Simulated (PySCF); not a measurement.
## C5H6NO2: g tensor and hyperfine couplings

Species: C5H6NO2 (doublet state).
Geometry (GFN2-xTB, Å), atoms numbered from 1 in this order:
```xyz
14
C5H6NO2 angstrom
C      3.4078    0.1338    0.6973
C      2.2001   -0.1151    0.2142
O      1.0881    0.0027    0.9782
C     -0.1131   -0.2388    0.4080
C     -1.2220   -0.3588    1.1158
N     -2.5178   -0.2979    0.7563
C     -3.0054    0.4929   -0.2551
O     -2.3246    1.1143   -1.0301
H      3.5460    0.4395    1.7182
H      4.2783    0.0356    0.0784
H      2.0388   -0.4188   -0.8170
H     -0.0871   -0.4825   -0.6635
H     -3.1810   -0.8013    1.3323
H     -4.1087    0.4940   -0.2753
```

The hyperfine couplings belong to this conformer and change with its torsions.

The species is `C=CO/C=[C]/NC=O` [radical].

Method: UKS B3LYP, pcH-1 on C H N O, non-relativistic, mean-field spin-orbit, GIAO in PySCF 2.14.0. One conformer (not necessarily the lowest) at the GFN2-xTB geometry, without solvent, vibrations or thermal averaging. Couplings are sensitive to structure, and on GFN2-xTB geometries they can be far from those on DFT ones. The frame is twisted about the C4–C5 bond at this geometry (dihedral H12–C4–C5–N6 = -27°); couplings at other torsion angles weren't computed. Stability of the SCF solution: not tested.

* g1, g2, g3: 2.00228, 2.00258, 2.00312
* g_iso: 2.00266
* Form of g: rhombic: the two nearest values differ by 35 % of g3 − g1
* ⟨S²⟩: 0.7548 (exact 0.7500)
* HOMO–LUMO gap, α and β orbitals: 5.04, 3.31 eV
* Basis functions: 260

Isotropic coupling and dipolar principal values T1 to T3, in 10⁻⁴ cm⁻¹ (1 × 10⁻⁴ cm⁻¹ = 2.998 MHz):

| atom | isotope | a_iso | T1 | T2 | T3 | Mulliken spin population |
| --- | --- | --- | --- | --- | --- | --- |
| C1 | 13C | 0.1 | -0.3 | -0.1 | 0.4 | 0.01 |
| C2 | 13C | -0.8 | -0.5 | 0.0 | 0.4 | 0.00 |
| O3 | 17O | -7.9 | -3.5 | 1.4 | 2.1 | 0.02 |
| C4 | 13C | -2.8 | -4.4 | -3.8 | 8.1 | 0.02 |
| C5 | 13C | 95.7 | -21.4 | -18.8 | 40.1 | 0.77 |
| N6 | 14N | 2.1 | -1.5 | -1.4 | 3.0 | 0.03 |
| C7 | 13C | 2.6 | -1.2 | -1.0 | 2.2 | 0.03 |
| O8 | 17O | -2.0 | -8.8 | 4.2 | 4.6 | 0.08 |
| H9 | 1H | 0.2 | -0.3 | -0.1 | 0.4 | 0.00 |
| H10 | 1H | 0.2 | -0.2 | -0.2 | 0.4 | 0.00 |
| H11 | 1H | 0.2 | -0.7 | -0.3 | 1.0 | 0.00 |
| H12 | 1H | 28.1 | -2.6 | -0.3 | 2.9 | 0.04 |
| H13 | 1H | 2.7 | -2.7 | -1.8 | 4.5 | 0.00 |
| H14 | 1H | 2.0 | -1.0 | -0.8 | 1.7 | 0.00 |

Largest spin populations (Mulliken): C5 (+0.77) and O8 (+0.08). No atom but C5 exceeds +0.15.

Axes: g2 points within 12° of the C5–N6 bond.

Under fast tumbling the dipolar parts average out, and these isotropic splittings remain: 1 × 1H (H12, I = 1/2, 2 lines) with 3.01 mT, 1 × 1H (H13, I = 1/2, 2 lines) with 0.29 mT, 1 × 14N (N6, I = 1, 3 lines) with 0.23 mT and 1 × 1H (H14, I = 1/2, 2 lines) with 0.21 mT.

The 17O coupling of O3 (-23.7 MHz) shows only in satellite lines or after enrichment, since that isotope makes up about 0.038 % of natural oxygen.

The 13C coupling of C5 (286.8 MHz) shows only in satellite lines or after enrichment, since that isotope makes up about 1.07 % of natural carbon.

The spin density at the nucleus, in bohr⁻³, is negative for C4 (-0.0076) and C2 (-0.0020), for instance. A restricted open-shell determinant has no negative spin density anywhere; here it arises because α and β orbitals differ (spin polarisation).
